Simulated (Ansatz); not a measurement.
## Molecular dynamics, step by step

CH$_{3}$BZn (SMILES B=[CH][ZnH]), closed shell, SPW92/def2-SVPD (Ansatz 0.2.0). Settings (timestep in fs, temperature in K; T counts 12 degrees of freedom):

```yaml
hamiltonian: {xc: lda}
md: {n_steps: 40, timestep: 0.75, temperature: 500, ensemble: nve, seed: 471, initial_velocities: maxwell_boltzmann}
```

Start (the SMILES describes the start alone):

```csv
atom,x (Å),y (Å),z (Å)
B1,-0.1306,1.2696,0.5739
C2,0.4885,0.4530,-0.3287
Zn3,-0.2224,-1.3856,-0.2573
H4,-0.6869,1.9107,1.3478
H5,1.2675,0.5819,-1.0604
H6,-0.7162,-2.8296,-0.2752
```

| step | time (fs) | potential energy less the start (meV) | kinetic energy (meV) | T (K) |
| --- | --- | --- | --- | --- |
| 0 | 0.00 | 0.0 | 258.5 | 500 |
| 2 | 1.50 | 25.3 | 233.7 | 452 |
| 4 | 3.00 | 35.2 | 222.8 | 431 |
| 6 | 4.50 | 75.8 | 182.9 | 354 |
| 8 | 6.00 | 116.7 | 142.8 | 276 |
| 10 | 7.50 | 114.5 | 144.6 | 280 |
| 12 | 9.00 | 86.7 | 171.8 | 332 |
| 14 | 10.50 | 69.2 | 189.1 | 366 |
| 16 | 12.00 | 75.4 | 183.2 | 354 |
| 18 | 13.50 | 78.6 | 180.8 | 350 |
| 20 | 15.00 | 42.8 | 215.8 | 417 |
| 22 | 16.50 | 10.3 | 247.7 | 479 |
| 24 | 18.00 | 11.3 | 247.2 | 478 |
| 26 | 19.50 | 18.1 | 241.1 | 466 |
| 28 | 21.00 | -12.3 | 271.5 | 525 |
| 30 | 22.50 | -73.1 | 330.8 | 640 |
| 32 | 24.00 | -86.0 | 343.9 | 665 |
| 34 | 25.50 | -60.0 | 319.2 | 617 |
| 36 | 27.00 | -57.3 | 315.9 | 611 |
| 38 | 28.50 | -51.7 | 309.8 | 599 |
| 40 | 30.00 | -17.5 | 276.6 | 535 |

Step 2, positions (Å) and forces (eV/Å):

```json
{"atom": "B1", "x": "-0.144", "y": "1.266", "z": "0.579", "Fx": "1.173", "Fy": "-1.390", "Fz": "-1.591"}
{"atom": "C2", "x": "0.503", "y": "0.459", "z": "-0.337", "Fx": "-1.084", "Fy": "-0.499", "Fz": "0.867"}
{"atom": "Zn3", "x": "-0.223", "y": "-1.387", "z": "-0.257", "Fx": "0.527", "Fy": "1.669", "Fz": "0.054"}
{"atom": "H4", "x": "-0.670", "y": "1.904", "z": "1.368", "Fx": "-0.818", "Fy": "0.727", "Fz": "1.059"}
{"atom": "H5", "x": "1.287", "y": "0.585", "z": "-1.077", "Fx": "0.365", "Fy": "-0.044", "Fz": "-0.392"}
{"atom": "H6", "x": "-0.723", "y": "-2.786", "z": "-0.244", "Fx": "-0.163", "Fy": "-0.463", "Fz": "0.002"}
```

Step 20, positions (Å) and forces (eV/Å):

```csv
atom,x,y,z,Fx,Fy,Fz
B1,-0.176,1.168,0.551,0.188,-0.186,0.086
C2,0.545,0.483,-0.354,0.713,-1.505,-1.499
Zn3,-0.223,-1.371,-0.253,-0.078,0.698,0.449
H4,-0.701,1.658,1.458,-0.703,0.427,0.726
H5,1.326,0.555,-1.152,-0.520,-0.068,0.495
H6,-0.894,-2.786,-0.004,0.401,0.634,-0.256
```

Step 26, positions (Å) and forces (eV/Å):

| atom | x | y | z | Fx | Fy | Fz |
| --- | --- | --- | --- | --- | --- | --- |
| B1 | -0.169 | 1.124 | 0.537 | -1.764 | 0.987 | 2.583 |
| C2 | 0.545 | 0.460 | -0.364 | 0.481 | -1.704 | -1.236 |
| Zn3 | -0.222 | -1.359 | -0.250 | 0.407 | 1.756 | 0.285 |
| H4 | -0.828 | 1.557 | 1.504 | 0.534 | -0.322 | -0.994 |
| H5 | 1.285 | 0.533 | -1.141 | 0.570 | 0.014 | -0.592 |
| H6 | -0.859 | -2.660 | 0.007 | -0.228 | -0.732 | -0.045 |

Last step (40):

```json
{"atom": "B1", "x (Å)": "-0.1892", "y (Å)": "1.0178", "z (Å)": "0.5586"}
{"atom": "C2", "x (Å)": "0.5591", "y (Å)": "0.3625", "z (Å)": "-0.4264"}
{"atom": "Zn3", "x (Å)": "-0.2178", "y (Å)": "-1.3177", "z (Å)": "-0.2394"}
{"atom": "H4", "x (Å)": "-1.0560", "y (Å)": "1.3260", "z (Å)": "1.4057"}
{"atom": "H5", "x (Å)": "1.2982", "y (Å)": "0.4736", "z (Å)": "-1.2095"}
{"atom": "H6", "x (Å)": "-0.8866", "y (Å)": "-2.7602", "z (Å)": "-0.0172"}
```

The run took about 32 s on 2 CPU threads of an Arm Neoverse V2 (shared host).
